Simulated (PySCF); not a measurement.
The numbers below are computed, except where a source is named.
**CH9N2OSi2**

The system: CH9N2OSi2, a small molecule (built as: C site whose three back bonds go to NHSiH3, NHSiH3, OH); neutral, doublet. The structure, one conformer, was relaxed in the gas phase by PBE0-D3(BJ)/def2-SVP. No frequency run checks that it is a minimum.

SMILES: O[C](N[SiH3])N[SiH3]

Coordinates in Å:
```
C1     -0.041    0.045   -1.177
N2      1.301   -0.267   -0.989
Si3     2.125   -0.129    0.549
N4     -0.618    0.785   -0.130
Si5    -1.968    0.230    0.840
O6     -0.807   -1.033   -1.569
H7      1.739   -0.752   -1.764
H8      3.496   -0.662    0.297
H9      2.242    1.294    0.995
H10     1.490   -0.905    1.660
H11    -0.302    1.745   -0.050
H12    -3.205    0.003    0.027
H13    -1.664   -1.028    1.582
H14    -2.231    1.341    1.800
H15    -1.567   -0.694   -2.056
```

EPR values by unrestricted B3LYP, IGLO-III on C N O Si, pcH-1 on H.

Problem. Predict g and the largest hyperfine couplings. Where does the spin sit?

Solution. g = 2.0022, 2.0030, 2.0032. The spin sits on C1 (81 %, bonded to 2 N + 1 O) by Mulliken populations.
| atom | isotope | isotropic (MHz) | dipolar, principal values (MHz) |
| --- | --- | --- | --- |
| C1 | 13C | 315.4 | -64.7, -63.9, 128.7 |
| O6 | 17O | -10.7 | -34.9, 16.8, 18.1 |
| N2 | 14N | 23.9 | -5.3, -4.5, 9.8 |
| H15 | 1H | 13.3 | -12.1, -7.2, 19.2 |
| Si3 | 29Si | -20.9 | -9.0, 3.7, 5.3 |
| H10 | 1H | 24.0 | -2.0, -0.9, 2.9 |

Problem. How do the isotropic couplings move with BHandHLYP?

Solution. C1 315.4 to 361.4 MHz, O6 -10.7 to -12.5 MHz, N2 23.9 to 22.1 MHz, H15 13.3 to 13.7 MHz.
